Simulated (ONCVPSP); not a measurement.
# u(r) = r·R(r): atom against pseudo-atom (Au)

Columns: radius, all-electron u(r) and pseudo u(r) of the 5d shell (level -7.12 eV) of gold in the configuration [Kr] 4d10 4f14 5s2 5p6 5d10 6s1; LDA (Perdew-Zunger), scalar-relativistic, ONCV scheme, ONCVPSP 4.0.1.

```
r (bohr)  all-electron  pseudo
   0.082        0.2513  0.0015
   0.165        0.1250  0.0117
   0.248       -0.2341  0.0381
   0.330       -0.4058  0.0844
   0.413       -0.3558  0.1529
   0.495       -0.1772  0.2392
   0.578        0.0495  0.3401
   0.660        0.2675  0.4457
   0.742        0.4548  0.5493
   0.825        0.6045  0.6447
   0.908        0.7144  0.7248
   0.990        0.7879  0.7854
   1.072        0.8325  0.8264
   1.155        0.8544  0.8489
   1.238        0.8581  0.8546
   1.320        0.8487  0.8468
   1.402        0.8297  0.8290
   1.485        0.8039  0.8036
   1.568        0.7735  0.7734
   1.650        0.7408  0.7407
   1.733        0.7061  0.7061
   1.815        0.6714  0.6713
   1.898        0.6363  0.6362
   1.980        0.6022  0.6022
   2.062        0.5691  0.5691
   2.145        0.5368  0.5367
```

(1) How many radial nodes do the two functions have?

(2) At about which radius was the pseudo-wave matched?

(3) Is the pseudo-wave norm-conserving?

## Answers

(1) The all-electron 5d function has n − l − 1 = 2; the pseudo-wave has 0, since the states of the same l below it are removed with the core.

(2) 1.65 bohr. The columns agree to 0.0005 from 1.49 bohr on; several derivatives are matched, so the curves merge somewhat inside the radius.

(3) Yes: the ONCV scheme keeps the norm inside the radius equal to the all-electron one, which fixes the energy derivative of the logarithmic derivative at the level.
